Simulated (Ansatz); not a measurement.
Geometry optimisation, RKS PBE0/def2-SVP (Ansatz 0.2.0).

Input:

```yaml
crystal:
  periodic: [false, false, false]
  atoms:
    - { symbol: B, position_ang: [0.0, 0.0, 0.0] }
    - { symbol: Cl, position_ang: [0.0, 0.0, 2.21] }
    - { symbol: "N", position_ang: [1.3423, 0.0, -0.775] }
    - { symbol: H, position_ang: [1.8089, -0.9179, -1.0268] }
    - { symbol: H, position_ang: [1.7937, 0.9179, -1.0532] }
    - { symbol: F, position_ang: [-1.1431, 0.0, -0.66] }
    - { symbol: F, position_ang: [0.0726, 1.5356, 0.5108] }
    - { symbol: H, position_ang: [0.0564, 1.1931, 1.5499] }
basis:
  gaussian: { orbitals: def2-SVP }
hamiltonian:
  xc: pbe0
relax:
  f_tol: 0.15
  max_steps: 25
  restrain:
    - { distance: [0, 6], at: 1.32, k: 30.0 }
    - { distance: [7, 1], at: 1.37, k: 30.0 }
    - { distance: [0, 1], at: 3.06, k: 30.0 }
    - { distance: [7, 6], at: 2.12, k: 30.0 }
output:
  orbitals: {}
```

Launched with:

```bash
$ ansatz run input.yaml --threads 2 --pin off --max-ram 3072MiB --backend cpu --events-out ev --progress --plain --runs-dir out
```

**Question.** Where does it end, and by what steps?

**Answer.** The run converged. The restraints hold the end off the free minimum. After 10 steps the energy has fallen by 3.332 eV (the restraints' own energy left out); B1 moved furthest, 0.64 Å.

```tsv
step	energy less start (eV)	largest force component (eV/Å)	accepted
0	0.0000	4.365	yes
1	-1.3204	4.827	yes
2	-2.3323	3.233	yes
3	-2.8589	1.797	yes
4	-3.0618	1.238	yes
5	-3.1801	1.625	yes
6	-3.2989	1.118	yes
7	-3.3202	0.955	yes
8	-3.2707	1.815	no
9	-3.3251	1.095	yes
10	-3.3324	1.054	yes
```

```xyz
8
Properties=species:S:1:pos:R:3
B 0.094 0.459 -0.442
Cl 0.125 -0.029 2.586
N 1.340 0.051 -0.907
H 1.505 -0.888 -1.238
H 2.163 0.633 -0.842
F -0.970 -0.333 -0.495
F -0.091 1.693 0.026
H -0.235 1.142 2.068
```

The run took 23 s on 2 threads of Arm Neoverse V1 (shared host), peak memory 0.16 GiB.
